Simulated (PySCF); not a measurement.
Si(H)2(OH)(SMe) (CH6OSSi), SMILES CS[SiH2]O. Geometry optimised at PBE0-D3(BJ)/def2-SVP. One conformer was computed; it need not be the lowest.

Question: Give the equilibrium geometry at PBE0-D3(BJ)/def2-SVP (PySCF confirms it by a frequency run) as bond lengths and angles. (Estimate from the structure and the level; the computed values follow.)

Answer: This is not unique; one that fits is 
Atoms: Si1 O2 S3 C4 H5 H6 H7 H8 H9 H10. Bond lengths (Å): Si1–O2 1.664, Si1–S3 2.136, Si1–H5 1.497, Si1–H6 1.483, O2–H7 0.961, S3–C4 1.823, C4–H8 1.100, C4–H9 1.099, C4–H10 1.098. Bond angles (°): O2–Si1–S3 115.9, O2–Si1–H5 109.9, O2–Si1–H6 105.7, S3–Si1–H5 106.9, S3–Si1–H6 105.6, H5–Si1–H6 112.9, Si1–O2–H7 117.3, Si1–S3–C4 100.8, S3–C4–H8 111.4, S3–C4–H9 111.7, S3–C4–H10 106.9, H8–C4–H9 109.8, H8–C4–H10 108.6, H9–C4–H10 108.4.
Charge 0, spin multiplicity 1.
